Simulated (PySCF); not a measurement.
# Basis and Hamiltonian dependence of the excitation energy of La²⁺

La²⁺ [Xe] 5d1 (2D) → La²⁺ [Xe] 6s1 (2S). All values are computed (PySCF 2.14, energy differences of UHF-based or UKS calculations, no spin-orbit coupling). Values in eV.

```tsv
basis	Hamiltonian	functions	UHF	r2SCAN	PBE0	MP2 (valence)	CCSD(T) (valence)
def2-QZVPPD with the def2 core potential (46 electrons)	ECP	81	1.513	1.761	1.611	1.374	1.480
cc-pVDZ-X2C	spin-free X2C	84	1.562	2.009	1.817	1.468	1.582
x2c-TZVPPall with one added diffuse shell each of s, p, d type	spin-free X2C	106	1.550	2.008	1.819	1.383	1.478
x2c-QZVPPall	spin-free X2C	151	1.539	1.982	1.766	1.434	n/a
```

Frozen in the all-electron rows: valence: [Kr] 4d10; with a core potential, the same shells as far as they lie outside it.
